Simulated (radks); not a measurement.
The numbers below are computed, except where a source is named.
Excited configurations of Sb3+: one electron is placed in a higher orbital outside [Kr] 4d10 5s1. The ground configuration is [Kr] 4d10 5s2. Level of theory: Dirac Kohn-Sham, PBE, spin-unpolarised, spherical densities, point nucleus; open shells fill j = l - 1/2 first (a radial shooting solver on a logarithmic mesh with Libxc functionals). Excitation = E - E(ground); binding = E(ion) - E, where the ion is the core of charge +4; n* = 4/sqrt(2 binding) in atomic units, and the quantum defect is n - n*.

| outer orbital | excitation (eV) | binding (eV) | n* | quantum defect | eigenvalue (eV) | <r> (bohr) |
|---|---|---|---|---|---|---|
| 5p1/2 | 9.375 | 34.916 | 2.497 | 2.503 | -30.179 | 2.299 |
| 6s1/2 | 23.874 | 20.417 | 3.265 | 2.735 | -18.139 | 4.124 |
| 6p1/2 | 26.950 | 17.342 | 3.543 | 2.457 | -15.343 | 4.631 |
| 6f5/2 | 36.894 | 7.397 | 5.425 | 0.575 | -6.463 | 9.573 |
| 7d3/2 | 36.082 | 8.209 | 5.150 | 1.850 | -7.307 | 9.477 |
| 7f5/2 | 38.883 | 5.408 | 6.344 | 0.656 | -4.785 | 13.80 |

The Delta-SCF ionisation energy is 44.292 eV (NIST Atomic Spectra Database: 43.80 eV, measured). Self-interaction in the functional shifts the binding energies and quantum defects, so they are the method's values and not measured ones. Spin polarisation and multiplet splitting are left out, so open shells lie too high by an amount that depends on their filling.

Beside tabulated values, note that spin-unpolarised runs miss the spin-polarisation part of the exchange energy of open shells.
